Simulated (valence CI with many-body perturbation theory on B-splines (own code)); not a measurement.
Values are calculated unless marked as measured or tabulated.
## Eu LIX: magnetic and hyperfine properties of the levels

Method: configuration interaction combined with many-body perturbation theory (CI+MBPT): three valence electrons over a frozen Dirac-Fock core [He], radial functions for each j: 11 s, 11 p, 10 d, 8 f, 5 g, 2 h, with the one-electron correlation potential Σ1 (screened to all orders), the two-electron term Σ2, the three-electron term Σ3, Breit, model QED; selected single and double excitations, second order for the rest, scaled by the run's own slope (own B-spline code, finite nucleus).

No measured spectrum was set against this ion. As an estimate, large intervals hold to a few tenths of a per cent, small ones and those within an open d or f shell to about a per cent.

A/g_I is the dipole constant over the nuclear g factor μ/I (μ in nuclear magnetons, uniformly magnetised nucleus), B/Q the quadrupole constant per barn. Both hold the static response of the core; the bare values leave it out. Large factors of s and p1/2 electrons are usually good to 5 to 10 %; those of open d and f shells near neutrality can be off by tens of per cent, and small factors of p3/2, d and f electrons come from cancelling terms and can be off by a factor of two or in sign, in half-filled shells by more. B is blank for J = 1/2, where it vanishes, and for nearly pure S terms. Energies count from the lowest level.

Levels are named by their leading jj configuration (3d3/2^4 stands for four electrons in 3d with j = 3/2), which in mixed levels can hold well under half, so a name can repeat and another be missing. Letters in brackets count levels of one name in rising energy.

| Level | E (eV) | g | A/g_I (MHz) | A/g_I bare | B/Q (MHz/b) | B/Q bare |
| --- | --- | --- | --- | --- | --- | --- |
| (2s^2 2p1/2) J=1/2 | 0.0 | 0.631 | 3790000 | 3770000 |  |  |
| (2s 2p1/2^2) J=1/2 | 207.6 | 2.091 | 1.15e+07 | 1.14e+07 |  |  |
| (2s^2 2p3/2) J=3/2 | 708.2 | 1.308 | 508000 | 521000 | 986000 | 988000 |
| (2s 2p1/2 2p3/2) J=3/2 [a] | 853.2 | 1.637 | 2860000 | 2850000 | 776000 | 778000 |
| (2s 2p1/2 2p3/2) J=5/2 | 889.6 | 1.327 | 3380000 | 3360000 | 784000 | 785000 |
| (2s 2p1/2 2p3/2) J=1/2 | 948.5 | 1.250 | -4130000 | -4050000 |  |  |
| (2s 2p1/2 2p3/2) J=3/2 [b] | 950.0 | 0.973 | 39300 | 63300 | 546000 | 547000 |
| (2p1/2^2 2p3/2) J=3/2 | 1168.2 | 1.332 | 467000 | 491000 | 937000 | 939000 |
| (2s 2p3/2^2) J=5/2 | 1579.4 | 1.417 | 2750000 | 2740000 | 199000 | 199000 |
| (2s 2p3/2^2) J=1/2 | 1668.4 | 1.908 | 1.17e+07 | 1.15e+07 |  |  |
| (2s 2p3/2^2) J=3/2 | 1669.3 | 1.179 | -1720000 | -1670000 | -147000 | -147000 |
| (2p1/2 2p3/2^2) J=3/2 | 1837.0 | 1.439 | -178000 | -144000 | 76700 | 76800 |
| (2p1/2 2p3/2^2) J=5/2 | 1858.6 | 1.172 | 1150000 | 1160000 | -3390 | -3400 |
| (2p1/2 2p3/2^2) J=1/2 | 1905.0 | 0.631 | 3800000 | 3770000 |  |  |
| (2p3/2^3) J=3/2 | 2582.4 | 1.288 | 495000 | 516000 | -1010000 | -1020000 |
| (2s^2 3s) J=1/2 | 7335.2 | 1.988 | 3440000 | 3410000 |  |  |
| (2s^2 3p1/2) J=1/2 | 7405.4 | 0.666 | 1130000 | 1120000 |  |  |
| (2s 2p1/2 3s) J=1/2 [a] | 7474.2 | 2.362 | 6570000 | 6500000 |  |  |
| (2s 2p1/2 3s) J=3/2 | 7496.9 | 1.546 | 6220000 | 6150000 | -103000 | -103000 |
| (2s 2p1/2 3s) J=1/2 [b] | 7521.9 | 0.721 | 5990000 | 5930000 |  |  |
| (2s 2p1/2 3p1/2) J=1/2 [a] | 7533.5 | 0.267 | -701000 | -680000 |  |  |
| (2s 2p1/2 3p1/2) J=3/2 | 7557.5 | 1.104 | 5510000 | 5460000 | -107000 | -107000 |
| (2s 2p1/2 3p1/2) J=1/2 [b] | 7592.8 | 1.947 | 1.17e+07 | 1.16e+07 |  |  |
| (2s^2 3p3/2) J=3/2 | 7615.8 | 1.327 | 227000 | 230000 | 286000 | 286000 |
| (2s^2 3d3/2) J=3/2 | 7665.4 | 0.792 | 118000 | 118000 | 52600 | 53100 |
| (2p1/2^2 3s) J=1/2 | 7721.9 | 1.887 | 2190000 | 2170000 |  |  |
| (2s^2 3d5/2) J=5/2 | 7722.6 | 1.192 | 98400 | 97800 | 78400 | 79100 |
| (2s 2p1/2 3p3/2) J=3/2 [a] | 7752.6 | 1.396 | 577000 | 576000 | 288000 | 288000 |
| (2s 2p1/2 3p3/2) J=5/2 | 7780.2 | 1.324 | 3120000 | 3090000 | 175000 | 175000 |
| (2p1/2^2 3p1/2) J=1/2 | 7781.2 | 0.629 | 624000 | 622000 |  |  |
| (2s 2p1/2 3p3/2) J=3/2 [b] | 7782.9 | 1.245 | 1750000 | 1740000 | 145000 | 145000 |
| (2s 2p1/2 3d3/2) J=3/2 [a] | 7791.5 | 0.564 | -1010000 | -994000 | 62600 | 63000 |
| (2s 2p1/2 3p3/2) J=1/2 | 7793.1 | 1.419 | -3750000 | -3700000 |  |  |
| (2s 2p1/2 3d3/2) J=5/2 | 7817.5 | 1.018 | 3030000 | 3000000 | -39700 | -39400 |
| (2s 2p1/2 3d3/2) J=3/2 [b] | 7834.0 | 1.188 | 3070000 | 3030000 | 84400 | 84700 |
| (2s 2p1/2 3d3/2) J=1/2 | 7840.7 | 0.443 | -4490000 | -4440000 |  |  |
| (2s 2p1/2 3d5/2) J=5/2 [a] | 7860.0 | 1.314 | 831000 | 820000 | 63300 | 63900 |
| (2s 2p1/2 3d5/2) J=7/2 | 7884.3 | 1.231 | 2240000 | 2220000 | -53700 | -53200 |
| (2s 2p1/2 3d5/2) J=5/2 [b] | 7895.3 | 1.066 | 246000 | 247000 | 147000 | 148000 |
| (2s 2p1/2 3d5/2) J=3/2 | 7895.7 | 1.095 | -2840000 | -2810000 | 24400 | 24700 |

(1) Take the isotope of mass number 151, with I = 5/2, μ = 3.4635 μN and Q = 0.903 b. What is the hyperfine structure of (2s^2 2p1/2) J=1/2?

## Answers

(1) From the table A = 5250000 MHz. Shifts from the centre of gravity in MHz: F = 2: -9190000, F = 3: 6560000.
